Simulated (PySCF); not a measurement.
Compound: C6H7NS.
Bonds: C1–C2 (double), C2–C3, C3–C4, C4–C5 (aromatic), C5–N6 (aromatic), N6–S7 (aromatic), S7–C8 (aromatic), C4–C8 (aromatic). Hydrogens: H9, H10 on C1; H11 on C2; H12, H13 on C3; H14 on C5; H15 on C8.

Computed with PySCF at CAM-B3LYP/def2-SVPD, non-relativistic, on one gas-phase PBE0-D3(BJ)/def2-SVP geometry that isn't relaxed in the solvent. The solvent is an IEF-PCM continuum (van der Waals radii × 1.2). Only the electrostatic response of the medium enters.

Gas phase at CAM-B3LYP/def2-SVPD: HOMO -8.49 eV, LUMO 0.04 eV, dipole 2.80 D.

Question: What does the continuum do to the energy, the frontier levels and the dipole at CAM-B3LYP/def2-SVPD in chloroform and tetrahydrofuran?

Answer: 
| solvent | ε | E(solvent) − E(gas) (kcal/mol) | polarisation term (kcal/mol) | distortion of the solute (kcal/mol) | HOMO (eV) | LUMO (eV) | dipole (D) |
| --- | --- | --- | --- | --- | --- | --- | --- |
| chloroform | 4.711 | -3.77 | -4.37 | 0.60 | -8.46 | 0.06 | 3.58 |
| tetrahydrofuran | 7.426 | -4.38 | -5.19 | 0.81 | -8.46 | 0.05 | 3.71 |

The first energy column is the sum of the next two and covers electrostatics alone. From chloroform to tetrahydrofuran the lowering changes by a factor 1.16, Onsager's factor (ε − 1)/(2ε + 1) by 1.14 and ε itself by 1.6.

Question: Which radius a makes the point-dipole formula ΔE = −[(ε − 1)/(2ε + 1)]·μ²/a³ give the value in tetrahydrofuran, with the gas-phase dipole?

Answer: μ = 1.101 au and |ΔE| = 0.00698 Eh give a = 2.18 Å; the farthest nucleus lies 3.48 Å from the centroid of the nuclei, so such a sphere wouldn't even hold the nuclei. The formula assumes a rigid point dipole at the centre of a sphere.

Question: How does the static polarisability (CAM-B3LYP/def2-SVPD, frozen core, with the continuum's full static response) change?

Answer: 
```csv
medium,isotropic (au),principal values (au),⟨r²⟩ of the electrons (bohr²)
gas,94.4,"67.0, 86.0, 130.4",1343.1
chloroform,118.9,"83.9, 110.3, 162.6",1343.4
tetrahydrofuran,123.4,"87.5, 114.9, 167.8",1343.4
```

The isotropic value in tetrahydrofuran is 1.31 times the gas-phase one; no cavity-field correction is applied. ⟨r²⟩ is taken about the centre of nuclear charge.

The values belong to the conformer `[CH2:1]=[CH:2][CH2:3][c:4]1[cH:5][n:6][s:7][cH:8]1`: C1–C2–C3–C4 119°, C2–C3–C4–C5 -54°.
